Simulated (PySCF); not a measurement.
SMILES C=CC=CC=C (GFN2-xTB optimised geometry):

```
14

C      2.552    -1.665     0.000
C      1.813    -0.558     0.000
C      0.374    -0.558     0.000
C     -0.374     0.558     0.000
C     -1.812     0.558     0.000
C     -2.552     1.665     0.000
H      2.100    -2.644     0.000
H      3.628    -1.635     0.000
H      2.292     0.413     0.000
H     -0.109    -1.527     0.000
H      0.110     1.527     0.000
H     -2.291    -0.413     0.000
H     -2.100     2.644     0.000
H     -3.628     1.634     0.000
```

Calculation: PySCF with PBE0/def2-TZVP.

Question: What are the frontier orbital energies and the dipole moment?

Answer: HOMO-2 -9.78 eV, HOMO-1 -8.44 eV, HOMO -6.24 eV, LUMO -1.40 eV, LUMO+1 1.01 eV; dipole moment 0.00 D.

Meta-Löwdin charges at PBE0/def2-TZVP: C1 -0.27, C2 -0.10, C3 -0.11, C4 -0.11, C5 -0.10, C6 -0.27, H7 0.12, H8 0.13, H9 0.12, H10 0.11, H11 0.11, H12 0.12, H13 0.12, H14 0.13.
